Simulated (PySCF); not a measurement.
**Cobalt: highly charged ions in a basis for the neutral atom**

Co¹⁹⁺ [He] 2s2 2p4, Co²⁰⁺ [He] 2s2 2p3. Calculation: PySCF 2.14, in jorge-DZP-DKH (8s6p2d1f, 43 functions); scalar relativity by spin-free X2C-1e. No spin-orbit coupling, so a gap to NIST mixes the basis error with missing relativistic terms.

Changed run: basis of the neutral atom used for a highly charged ion. This setting is unsound on purpose.

```json
{"species": "Co¹⁹⁺", "method": "UHF", "sound run (hartree)": "not run", "changed run (hartree)": "-1140.25030", "converged": "yes"}
{"species": "Co¹⁹⁺", "method": "BP86", "sound run (hartree)": "not run", "changed run (hartree)": "-1140.67874", "converged": "yes"}
{"species": "Co¹⁹⁺", "method": "PBE0", "sound run (hartree)": "not run", "changed run (hartree)": "-1140.34496", "converged": "yes"}
{"species": "Co²⁰⁺", "method": "UHF", "sound run (hartree)": "not run", "changed run (hartree)": "-1081.45854", "converged": "yes"}
{"species": "Co²⁰⁺", "method": "BP86", "sound run (hartree)": "not run", "changed run (hartree)": "-1081.76801", "converged": "yes"}
{"species": "Co²⁰⁺", "method": "PBE0", "sound run (hartree)": "not run", "changed run (hartree)": "-1081.46807", "converged": "yes"}
```

Ionisation energy of Co¹⁹⁺:

```json
{"method": "UHF", "changed run (eV)": "1599.8", "NIST (eV)": "1606 ± 4"}
{"method": "BP86", "changed run (eV)": "1603.0", "NIST (eV)": "1606 ± 4"}
{"method": "PBE0", "changed run (eV)": "1602.1", "NIST (eV)": "1606 ± 4"}
```

The contracted functions were made for the neutral atom and can be too rigid for a highly charged ion.
